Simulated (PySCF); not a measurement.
**19F chemical shifts**

Non-relativistic Hamiltonian, one averaged value for each set of equivalent atoms, no solvent model, one computed conformer. Shielding tensors at PBE0/pcSseg-1 (GIAO); coordinates at the GFN2-xTB level; PySCF.

Shieldings were converted by a linear fit to measured shifts: 19F (scatter 6.0 ppm rms, 7.0 ppm with the 5 outliers that the fit left out vs CFCl3, solution or neat liquid, with a term for F on sp3 carbon). A few per cent of atoms miss by over 2 rms, more outside the fitted compound classes.

Q: Give the 19F shifts of `CN[SiH2]n1cnnc1F`, `F[C@@H]1CCC(C(F)(F)F)=CO1`, `C/C(C(=O)F)=C(\C)C(F)(F)F`.

A: 
| compound | environment | δ (ppm) |
| --- | --- | --- |
| CN[SiH2]n1cnnc1F | aryl fluorine | -129.1 |
| [F:1][C@@H:2]1[CH2:3][CH2:4][C:5]([C:6]([F:7])([F:8])[F:9])=[CH:10][O:11]1 | F7/8/9: fluorine of a CF3 group (×3) | -71.7 |
| [F:1][C@@H:2]1[CH2:3][CH2:4][C:5]([C:6]([F:7])([F:8])[F:9])=[CH:10][O:11]1 | F1: fluorine on an sp3 carbon | -127.3 |
| [CH3:1]/[C:2]([C:3](=[O:4])[F:5])=[C:6](\[CH3:7])[C:8]([F:9])([F:10])[F:11] | F5: fluorine bonded to C | 47.0 |
| [CH3:1]/[C:2]([C:3](=[O:4])[F:5])=[C:6](\[CH3:7])[C:8]([F:9])([F:10])[F:11] | F9/10/11: fluorine of a CF3 group (×3) | -63.7 |

Q: Order these by 19F shift, lowest first.
A. FC1=COC=C(F)O1
B. CN1NCC[C@@H]1C(F)(F)F
C. CCCC#CC[Si@@H]1C[C@@H]1F

A: C (-226.4 ppm, fluorine on an sp3 carbon), A (-132.3 ppm, vinylic fluorine), B (-77.2 ppm, fluorine of a CF3 group).
